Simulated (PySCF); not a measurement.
# Two-component Hartree-Fock for Er³⁺ (erbium, charge +3)

Start: [Xe] 4f10 6p1; 4f5/2 filled at m_j = +1/2, +3/2, +5/2; 4f7/2 filled at m_j = -5/2, -3/2, -1/2, +1/2, +3/2, +5/2, +7/2; 6p3/2 filled at m_j = +3/2. Calculated with PySCF 2.14 in x2c-TZVPall-2c (11s11p10d4f1g, 131 functions): generalised Hartree-Fock with the X2C-1e Hamiltonian and a Gaussian nucleus; spin-orbit coupling (SO) screened by Boettger's factors. This is a chosen level, not necessarily the ground level.

| spinor shell | electrons | ε, screened SO (eV) | weight of nominal j (screened SO) | rms radius, screened SO (bohr) |
| --- | --- | --- | --- | --- |
| 1s1/2 | 2 | -57810.2 | 1.000 | 0.0231 |
| 2s1/2 | 2 | -9878.7 | 1.000 | 0.0935 |
| 2p1/2 | 2 | -9392.8 | 1.000 | 0.0798 |
| 3s1/2 | 2 | -2306.3 | 1.000 | 0.240 |
| 3p1/2 | 2 | -2093.4 | 1.000 | 0.231 |
| 3p3/2 | 4 | -1895.1 | 1.000 | 0.245 |
| 3d3/2 | 4 | -1535.3 | 0.999 | 0.219 |
| 3d5/2 | 6 | -1491.0 | 0.999 | 0.222 |
| 4s1/2 | 2 | -520.12 | 1.000 | 0.539 |
| 4p1/2 | 2 | -434.48 | 0.995 | 0.552 |
| 4p3/2 | 4 | -387.11 | 0.997 | 0.582 |
| 4d3/2 | 4 | -246.84 | 0.903 | 0.620 |
| 4d5/2 | 6 | -232.05 | 0.935 | 0.630 |
| 5s1/2 | 2 | -103.12 | 1.000 | 1.30 |
| 5p1/2 | 2 | -75.342 | 0.985 | 1.42 |
| 5p3/2 | 4 | -68.188 | 0.992 | 1.51 |
| 4f5/2 | 3 | -61.122 | 0.609 | 0.798 |
| 4f7/2 | 7 | -62.546 | 0.476 | 0.793 |
| 6p3/2 | 1 | -22.495 | 1.000 | 3.78 |

(1) Where does 2p3/2 lie, and what is the 2p spin-orbit splitting (screened SO)?

```csv
quantity,screened SO
E (hartree),-13085.70257
M_J,19/2
⟨J²⟩,99.754
⟨L²⟩,57.114
⟨S²⟩,8.518
```

Each row is a mean over spinors that exchange with the open shell spreads, by up to 16.649 eV (4d5/2).

Rows whose weight is well below 1 are mixtures of j = l ± 1/2: exchange outweighs spin-orbit coupling there, and the label is only the starting occupation.

Breit and QED terms are absent; they matter most for the inner s and p1/2 levels.

Densities and radii are taken from the X2C orbitals without a picture-change correction, which distorts them close to the nucleus.

Results:

(1) At -8471.0 eV, 921.87 eV above 2p1/2.
